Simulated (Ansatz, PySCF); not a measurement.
Reaction: ICl (SMILES ClI) → Cl (doublet) + I (doublet) (the Cl-I bond breaks)
Each species at its own B3LYP-D3(BJ)/def2-TZVP minimum (Ansatz, a first-principles code).

Total energies in hartree (Ansatz). Open shells are spin-unrestricted; no spin-orbit coupling. Cores are frozen in correlated methods (noble-gas shells, and filled d and f shells in the p block). Past Kr the def2 sets carry scalar-relativistic core potentials. Spin-orbit terms, left out, reach several kcal/mol for Br and I, and more for heavier atoms.

```tsv
species	HF/def2-TZVPP	CCSD(T)/def2-TZVPP	HF/def2-QZVPP	CCSD(T)/def2-QZVPP	CCSDT(Q)/def2-TZVPP
1: ICl (SMILES ClI)	-756.16528	-756.53774	-756.18090	-756.59454	-756.53951
2: Cl (doublet)	-459.47685	-459.66464	-459.48954	-459.69535	-459.66548
3: I (doublet)	-296.65857	-296.79430	-296.65973	-296.81374	-296.79495
```

### Question
Work out the bond dissociation energy (enthalpy at 298 K, ideal-gas terms from PySCF's Hessians at B3LYP-D3(BJ)/def2-TZVP) in kcal/mol: take Hartree-Fock from def2-QZVPP, extrapolate the CCSD(T) correlation energy as X^-3 (X = 3, 4), and add CCSDT(Q) - CCSD(T) in def2-TZVPP. The further terms named in the bracket sum to +0.00023 hartree. 1 hartree = 627.51 kcal/mol.

### Answer

Species 1: correlation (64·(-0.41364) - 27·(-0.37246))/37 = -0.44369; step -0.00177; E1 = -756.18090 + (-0.44369) + (-0.00177) = -756.62636
Species 2: correlation (64·(-0.20581) - 27·(-0.18779))/37 = -0.21896; step -0.00084; E2 = -459.48954 + (-0.21896) + (-0.00084) = -459.70934
Species 3: correlation (64·(-0.15401) - 27·(-0.13573))/37 = -0.16735; step -0.00065; E3 = -296.65973 + (-0.16735) + (-0.00065) = -296.82773
-1·E1 +1·E2 +1·E3 +0.00023 = 0.08952 hartree = 56.2 kcal/mol. From measured enthalpies of formation at 298 K: 50.4 kcal/mol (Active Thermochemical Tables 1.112 (ions: stationary electron), as tabulated in the package chemicals). The calculations leave out spin-orbit terms. The composite differs from it by +5.8 kcal/mol; core and spin-orbit terms are not in it. So large a gap may also come from another state or conformer, or from a fault of the table, which was not checked at its source.
